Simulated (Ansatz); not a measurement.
`[SiH3]BCl` + `BO` → `BOB[SiH3]` + HCl at 600 K and 1 bar (ligand exchange at a B–Cl bond).

Computed with Ansatz on PBE0-D4/def2-TZVP structures; ΔE is electronic, products minus reactants. CBS: MP2 limit from def2 TZ/QZ plus the TZ coupled-cluster correction, frozen cores. This one scheme is used for every species. One conformer a species, not always the lowest.

```
    species  CCSD(T)/CBS energy (Eh)  H − E (kJ/mol)  S (J/(mol·K))
`[SiH3]BCl`               -776.06195           143.9          376.1
       `BO`               -101.80414           119.7          267.1
`BOB[SiH3]`               -417.48760           223.7          425.8
        HCl               -460.38127            35.4          207.2
```

H − E and S are ideal-gas, rigid-rotor, harmonic terms from PBE0-D4/def2-TZVP, for one conformer and one mirror image of each species. 1 Eh = 2625.50 kJ/mol, R = 8.31446 J/(mol·K).

By hand: ΔE, ΔH, ΔS and ΔG.

ΔE = (-417.48760) + (-460.38127) − (-776.06195) − (-101.80414) = -0.00278 Eh = -7.3 kJ/mol. Δ(H − E) = 223.7 + 35.4 − 143.9 − 119.7 = -4.5, so ΔH = -11.8 kJ/mol. ΔS = 425.8 + 207.2 − 376.1 − 267.1 = -10.2 J/(mol·K). ΔG = -11.8 − 600 × (-10.2)/1000 = -5.7 kJ/mol.

By hand: the equilibrium constant, and the temperature at which ΔG would vanish if ΔH and ΔS stayed fixed.

log₁₀ K = −ΔG/(RT ln 10) = 0.5. ΔG = 0 at ΔH/ΔS = 1157 K, though so small a ΔS makes that figure unsure.

TΔS isn't small against ΔH here. The sign of ΔG lies within the doubt. A doubt of 5 kJ/mol in ΔE shifts log₁₀ K by 0.4 here. Other conformers and mirror images would add mixing entropy, several J/(mol·K) or more a flexible species. Modes under 60 cm⁻¹, often nearly free rotors, make the harmonic entropy too high. These are equilibria of isolated gas molecules and say nothing of rates. Largest T1 diagnostic: 0.014 (customary marks: 0.02 for closed shells, 0.045 for open ones).
